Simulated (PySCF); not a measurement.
Ge(H)(Cl)2(Me) (CH₄Cl₂Ge), SMILES [CH3][GeH]([Cl])[Cl].

Coordinates come from a PBE0-D3(BJ)/def2-SVP optimisation.

These are TDA-PBE/def2-SVPD run with PySCF values and carry that method's errors.

Vertical excitations. Gas-phase values at a fixed geometry. State labels are in the subgroup Cs.

```
state  symmetry  energy (eV)  λ (nm)      f                          main pairs
-----  --------  -----------  ------  -----  ----------------------------------
S1           A'         6.14     202  0.027                      HOMO→LUMO 97 %
S2           A"         6.41     193  0.028  HOMO−1→LUMO 73 %, HOMO−2→LUMO 22 %
S3           A"         6.44     192  0.010  HOMO−2→LUMO 73 %, HOMO−1→LUMO 22 %
S4           A'         6.63     187  0.015                    HOMO−3→LUMO 94 %
S5           A"         6.84     181  0.000                    HOMO→LUMO+1 95 %
S6           A'         7.06     176  0.013                  HOMO−1→LUMO+1 89 %
S7           A'         7.21     172  0.011                  HOMO−2→LUMO+1 86 %
S8           A'         7.28     170  0.078                    HOMO→LUMO+2 76 %
S9           A"         7.37     168  0.016                  HOMO−1→LUMO+2 92 %
S10          A"         7.44     167  0.002                  HOMO−3→LUMO+1 71 %
T1           A'         5.68     218      0                      HOMO→LUMO 99 %
T2           A"         5.87     211      0                    HOMO−1→LUMO 99 %
T3           A"         6.11     203      0                    HOMO−2→LUMO 97 %
T4           A'         6.23     199      0                    HOMO−3→LUMO 99 %
```
Triplets are in the Tamm–Dancoff approximation.
